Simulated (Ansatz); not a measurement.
Ansatz (a first-principles code) input (B3LYP-D3(BJ)/def2-TZVP):

Ansatz 0.2 input:
```yaml
crystal:
  periodic: [false, false, false]
  atoms:
    - {symbol: C, position_ang: [1.58816284, -0.06206976, -0.32378282]}
    - {symbol: C, position_ang: [0.43847344, 0.22050136, -0.00499481]}
    - {symbol: O, position_ang: [-0.85785651, 0.22398015, -0.07746405]}
    - {symbol: H, position_ang: [-1.26511032, -0.47557238, 0.45272294]}
basis:
  gaussian:
    orbitals: def2-TZVP
hamiltonian:
  xc: b3lyp
  dispersion: d3bj
magnetization: {spin_polarized: true, initial_magnetization: 1}
relax: {f_tol: 0.002, max_steps: 150}
```

Output:

```
Functional definition: B3LYP
integrals: 0.02 GiB planned
555 factors; their error is unknown
mean field: 0.28 GiB planned
mean field evaluation 1: about -4129.2907 eV, gradient 2.9e1 eV
mean field evaluation 2: about -4127.5201 eV, gradient 3.2e1 eV
mean field evaluation 4: about -4133.2460 eV, gradient 2.2e0 eV
mean field evaluation 8: about -4133.2734 eV, gradient 9.4e-2 eV
mean field evaluation 16: about -4133.2808 eV, gradient 6.3e-3 eV
mean field evaluation 32: about -4132.8418 eV, gradient 4.3e0 eV
mean field -4133.28080679 eV, -151.8952680113 hartree, gradient 2.3e-5 eV, S^2 0.763096; 4 other end points of the search recorded, 0 dependent functions left out
the calculation of the forces begins
reference -4133.28100370 eV, -151.8952752475 hartree; 11, 10 occupied and 88, 89 virtual orbitals, 555 factors
relax step   1: F+E_penalty+E_count = -4133.36230631 eV  Δ(F+E_penalty+E_count) = +0.000e0 eV  max|allowed force component| = 3.875e0 eV/Å  Δτ_max = 0.0000 Å  (91 SCF iters, accepted)
these checks for a lower state are left out or cut short: starts, cluster_reference, orbital_swaps, neighbouring_geometries, increment
integrals: 0.02 GiB planned
555 factors; their error is unknown
mean field: 0.28 GiB planned
mean field -4133.37523029 eV, -151.8987380108 hartree, gradient 2.0e-5 eV, S^2 0.762674; 0 other end points of the search recorded, 0 dependent functions left out
the calculation of the forces begins
reference -4133.37542846 eV, -151.8987452934 hartree; 11, 10 occupied and 88, 89 virtual orbitals, 555 factors
relax step   2: F+E_penalty+E_count = -4133.45635829 eV  Δ(F+E_penalty+E_count) = -9.405e-2 eV  max|allowed force component| = 1.169e0 eV/Å  Δτ_max = 0.0282 Å  (51 SCF iters, accepted)
these checks for a lower state are left out or cut short: starts, cluster_reference, orbital_swaps, neighbouring_geometries, increment
integrals: 0.02 GiB planned
555 factors; their error is unknown
mean field: 0.28 GiB planned
mean field -4133.39653683 eV, -151.8995210116 hartree, gradient 1.4e-5 eV, S^2 0.761233; 0 other end points of the search recorded, 0 dependent functions left out
the calculation of the forces begins
reference -4133.39673594 eV, -151.8995283288 hartree; 11, 10 occupied and 88, 89 virtual orbitals, 555 factors
relax step   3: F+E_penalty+E_count = -4133.47742228 eV  Δ(F+E_penalty+E_count) = -2.106e-2 eV  max|allowed force component| = 3.865e-1 eV/Å  Δτ_max = 0.0223 Å  (50 SCF iters, accepted)
these checks for a lower state are left out or cut short: starts, cluster_reference, orbital_swaps, neighbouring_geometries, increment
integrals: 0.02 GiB planned
555 factors; their error is unknown
mean field: 0.28 GiB planned
mean field evaluation 64: about -4133.4108 eV, gradient 6.8e-1 eV
mean field -4133.42309157 eV, -151.9004968803 hartree, gradient 2.5e-5 eV, S^2 0.752327; 0 other end points of the search recorded, 0 dependent functions left out
the calculation of the forces begins
reference -4133.42329045 eV, -151.9005041891 hartree; 11, 10 occupied and 88, 89 virtual orbitals, 555 factors
relax step   4: F+E_penalty+E_count = -4133.50367114 eV  Δ(F+E_penalty+E_count) = -2.625e-2 eV  max|allowed force component| = 6.857e-1 eV/Å  Δτ_max = 0.1476 Å  (59 SCF iters, accepted)
these checks for a lower state are left out or cut short: starts, cluster_reference, orbital_swaps, neighbouring_geometries, increment
integrals: 0.02 GiB planned
555 factors; their error is unknown
mean field: 0.28 GiB planned
mean field -4133.42604123 eV, -151.9006052782 hartree, gradient 1.2e-5 eV, S^2 0.752350; 0 other end points of the search recorded, 0 dependent functions left out
the calculation of the forces begins
reference -4133.42624081 eV, -151.9006126130 hartree; 11, 10 occupied and 88, 89 virtual orbitals, 555 factors
relax step   5: F+E_penalty+E_count = -4133.50639869 eV  Δ(F+E_penalty+E_count) = -2.728e-3 eV  max|allowed force component| = 1.929e-1 eV/Å  Δτ_max = 0.0142 Å  (50 SCF iters, accepted)
these checks for a lower state are left out or cut short: starts, cluster_reference, orbital_swaps, neighbouring_geometries, increment
integrals: 0.02 GiB planned
555 factors; their error is unknown
mean field: 0.28 GiB planned
mean field -4133.42709616 eV, -151.9006440465 hartree, gradient 1.9e-5 eV, S^2 0.752332; 0 other end points of the search recorded, 0 dependent functions left out
the calculation of the forces begins
reference -4133.42729549 eV, -151.9006513715 hartree; 11, 10 occupied and 88, 89 virtual orbitals, 555 factors
relax step   6: F+E_penalty+E_count = -4133.50755659 eV  Δ(F+E_penalty+E_count) = -1.158e-3 eV  max|allowed force component| = 3.167e-2 eV/Å  Δτ_max = 0.0068 Å  (49 SCF iters, accepted)
these checks for a lower state are left out or cut short: starts, cluster_reference, orbital_swaps, neighbouring_geometries, increment
integrals: 0.02 GiB planned
555 factors; their error is unknown
mean field: 0.28 GiB planned
mean field evaluation 96: about -4133.4271 eV, gradient 1.9e-5 eV
mean field -4133.42710186 eV, -151.9006442557 hartree, gradient 1.9e-5 eV, S^2 0.752338; 0 other end points of the search recorded, 0 dependent functions left out
the calculation of the forces begins
reference -4133.42730120 eV, -151.9006515814 hartree; 11, 10 occupied and 88, 89 virtual orbitals, 555 factors
relax step   7: F+E_penalty+E_count = -4133.50756197 eV  Δ(F+E_penalty+E_count) = -5.378e-6 eV  max|allowed force component| = 2.492e-3 eV/Å  Δτ_max = 0.0007 Å  (52 SCF iters, accepted)
these checks for a lower state are left out or cut short: starts, cluster_reference, orbital_swaps, neighbouring_geometries, increment
integrals: 0.02 GiB planned
555 factors; their error is unknown
mean field: 0.28 GiB planned
mean field -4133.42710211 eV, -151.9006442650 hartree, gradient 1.8e-5 eV, S^2 0.752339; 0 other end points of the search recorded, 0 dependent functions left out
the calculation of the forces begins
reference -4133.42730145 eV, -151.9006515906 hartree; 11, 10 occupied and 88, 89 virtual orbitals, 555 factors
relax step   8: F+E_penalty+E_count = -4133.50756206 eV  Δ(F+E_penalty+E_count) = -8.795e-8 eV  max|allowed force component| = 3.611e-4 eV/Å  Δτ_max = 0.0001 Å  (52 SCF iters, accepted)
integrals: 0.02 GiB planned
555 factors; their error is unknown
mean field: 0.28 GiB planned
mean field evaluation 128: about -4133.4271 eV, gradient 4.5e-4 eV
mean field -4133.42710211 eV, -151.9006442650 hartree, gradient 2.5e-5 eV, S^2 0.752339; 5 other end points of the search recorded, 0 dependent functions left out
the calculation of the forces begins
reference -4133.42730145 eV, -151.9006515906 hartree; 11, 10 occupied and 88, 89 virtual orbitals, 555 factors
Total energy: -4133.50776140 eV, -151.9036084394 hartree
Atom 0 at     1.666677     0.005629    -0.278124 Å, force     0.000169     0.000058    -0.000194 eV/Å
Atom 1 at     0.399232     0.094917    -0.118460 Å, force    -0.000252    -0.000084     0.000351 eV/Å
Atom 2 at    -0.868013     0.264990    -0.025259 Å, force     0.000115    -0.000011    -0.000129 eV/Å
Atom 3 at    -1.294227    -0.458697     0.468325 Å, force    -0.000032     0.000038    -0.000029 eV/Å
Dipole moment:    -0.899801    -0.205961     0.271191 e Å
```

It need not be the lowest isomer of its formula.
